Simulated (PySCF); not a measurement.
ethylene carbonate cation (C3H4O3), SMILES O=C1OCCO1 (connectivity only; charge and spin as stated), charge +1, multiplicity 2. Atoms are numbered in the order given.

```xyz
10

O      0.0000     0.0000     2.0568
C      0.0000     0.0000     0.8966
O      0.0000     1.1075     0.0457
C      0.0000     0.7504    -1.2823
C      0.0000    -0.7504    -1.2823
O      0.0000    -1.1075     0.0457
H      0.8739     1.2293    -1.7943
H     -0.8739     1.2293    -1.7943
H     -0.8739    -1.2293    -1.7943
H      0.8739    -1.2293    -1.7943
```
Charge +1, spin multiplicity 2.

Geometry optimised at ωB97X-D3(BJ)/def2-SVP. The geometry has at least one imaginary mode, so it is a saddle point at that level. The multiplicity is an assumed one; no other spin state was optimised. Other conformers were not sampled.

Method: CAM-B3LYP/def2-TZVP in PySCF.

The molecule is in vacuum.

The total energy is -341.99933 hartree. The point group comes out as C2v, the α spin, highest occupied and lowest empty level comes out as -16.70 and -4.20 eV and the β spin, highest occupied and lowest empty level is -16.33 and -12.01 eV. The dipole moment about the centre of nuclear charge comes out as 7.43 D and the mean static polarisability is 58.6 bohr³ (8.68 Å³). The polarisability, principal values is 30.0, 60.2, 85.6 bohr³ and the ⟨S²⟩ comes out as 0.763 (pure state 0.75).
